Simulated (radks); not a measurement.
The numbers below are computed, except where a source is named.
How relativity changes the ionisation of the tantalum ion Ta2+ ([Xe] 4f14 5d3) to Ta3+ ([Xe] 4f14 5d2). Spin-unpolarised spherical Kohn-Sham, LDA (Slater exchange, Perdew-Wang correlation), point nucleus unless stated (finite: rms radius 5.3507 fm), a radial shooting solver on a logarithmic mesh with Libxc functionals. A level marked "c x" has the speed of light scaled by that factor and shares open shells by 2j + 1; other Dirac levels either fill j = l - 1/2 first or share by 2j + 1.

level,E(Ta2+) (hartree),E(Ta3+) (hartree),IE (eV),HOMO,<r> HOMO (bohr)
non-rel.,-14795.0708,-14794.1655,24.634,5d,1.942
scalar-rel.,-15594.4626,-15593.5833,23.927,5d,1.984
"scalar-rel., finite nucleus",-15592.1967,-15591.3174,23.927,5d,1.984
"Dirac, 2j+1 shares",-15615.7664,-15614.8874,23.918,5d5/2,2.010
"Dirac, low j first",-15615.8128,-15614.9238,24.189,5d3/2,1.960
"Dirac, 2j+1 shares, finite nucleus",-15613.4803,-15612.6013,23.919,5d5/2,2.010
"Dirac, c x 0.75",-16489.9801,-16489.1176,23.470,5d5/2,2.065
"Dirac, c x 1.5",-15129.4171,-15128.5241,24.301,5d5/2,1.972
"Dirac, c x 10",-14802.1548,-14801.2498,24.626,5d5/2,1.943

NIST Atomic Spectra Database: 23 eV (theoretical). The relativistic part of the total energy of Ta2+ is -818.4 hartree (Dirac, 2j+1 shares, finite nucleus), 5.5 % of the non-relativistic value. Spin polarisation and multiplet splitting of open shells are left out at every level.

Beside tabulated values, note that relativity, absent from the non-relativistic runs, is large for the heavy elements, and spin-unpolarised runs miss the spin-polarisation part of the exchange energy of open shells.
